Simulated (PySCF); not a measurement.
## Electronic structure of Br⁻ (bromine, charge -1) at the B2PLYP level

Configuration: [Kr], closed-shell 1S. Calculation: PySCF 2.14, in aug-cc-pVQZ-PP with ECP10MDF; scalar relativity through the core potential.

| Property | Result |
| --- | --- |
| Total energy, PT2 part included | -416.5511 hartree |
| One-electron energy | -737.8953 hartree |
| Hartree (Coulomb) energy | 352.3102 hartree |
| Exchange-correlation energy | -30.9032 hartree |
| PT2 correlation before scaling by 0.27 | -0.23261 hartree |
| ⟨S²⟩ | 0.0000 |
| ⟨L²⟩ | 0.000 |
| Sum of ⟨r⟩ | 27.69 bohr |
| Sum of ⟨r²⟩ | 53.36 bohr² |

```
shell  electrons  mean orbital energy (hartree)  rms radius, mean of both spins (bohr)
   3s          2                       -8.81755                                  0.592
   3p          6                       -6.68933                                  0.612
   3d         10                       -2.51828                                  0.646
   4s          2                       -0.58376                                   1.86
   4p          6                       -0.07323                                   2.56
```

Energies and moments cover only the electrons outside the core potential.

The orbital energies are those of the SCF part of the double hybrid.
